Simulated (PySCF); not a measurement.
Compound: C2H12O2Si4.
Z-matrix (Å and degrees, GFN2-xTB geometry), rows numbered from 1:
```
Si
C   1  1.8994
C   2  1.5262  1  112.75
Si  3  1.9265  2  118.99  1   171.53
O   4  1.6611  3   88.07  2  -123.15
Si  5  1.6610  4  100.18  3     4.67
O   6  1.6111  3  114.74  2    11.02
Si  7  1.6244  6  147.65  3    48.25
H   1  1.4632  2  110.82  3   -56.26
H   1  1.4676  2  109.07  3  -177.42
H   1  1.4681  2  108.97  3    64.01
H   2  1.0941  1  109.79  3  -122.08
H   2  1.0927  1  109.29  3   121.71
H   3  1.0924  2  109.09  1   -57.62
H   4  1.4576  3  115.76  2   -12.31
H   4  1.4550  3  117.29  2   127.99
H   6  1.4469  3  124.54  2  -122.53
H   8  1.4640  7  105.55  6  -101.63
H   8  1.4603  7  103.92  6   138.96
H   8  1.4639  7  110.84  6    18.59
```

NICS = −σ at a ghost point: NICS(0) at the centroid of the ring atoms, NICS(1) 1 Å to either side along the normal of their mean plane, zz for the tensor component along that normal. Level: GIAO PBE0/pcSseg-1 (PySCF, non-relativistic, gas phase) on the GFN2-xTB geometry, one conformer.

Ring bond lengths (Å), with Mayer bond orders in brackets: C3–Si4 1.927 (0.90), Si4–O5 1.661 (0.95), O5–Si6 1.661 (0.94), Si6–C3 1.917 (0.82).

Problem. Give the NICS values of each ring in ppm.

Solution. 
```json
{"ring": "C3–Si4–O5–Si6", "type": "4-membered ring with O and 2 Si; formal bonds all single", "NICS(0)": "-4.9", "NICS(1), two faces": "-1.5 / -3.0", "NICS(1)zz, two faces": "1.6 / -1.2", "rms pucker (Å)": "0.03", "centre to ring atoms, mean (Å)": "1.26"}
```

Problem. What can be read from them?

Solution. 
- C3–Si4–O5–Si6: mean NICS(1)zz 0.2 ppm, near zero. C3, Si4, Si6 have four or more neighbours, and the NICS criterion for π rings isn't applied.

Problem. At the second NICS(1) probe listed for ring C3–Si4–O5–Si6, 1 Å off the ring, how large is the induced field along the normal in 9.4 T applied along it?

Solution. NICSzz × B0 = -1.2 ppm × 9.4 T = -11 μT, against the applied field.

Problem. List the ring angles and the Hirshfeld charges of the ring atoms.

Solution. 
- C3–Si4–O5–Si6: C3 83.0° (-0.202 e), Si4 88.1° (+0.403 e), O5 100.2° (-0.339 e), Si6 88.4° (+0.461 e); sum 359.7° against 360° for a flat convex ring.
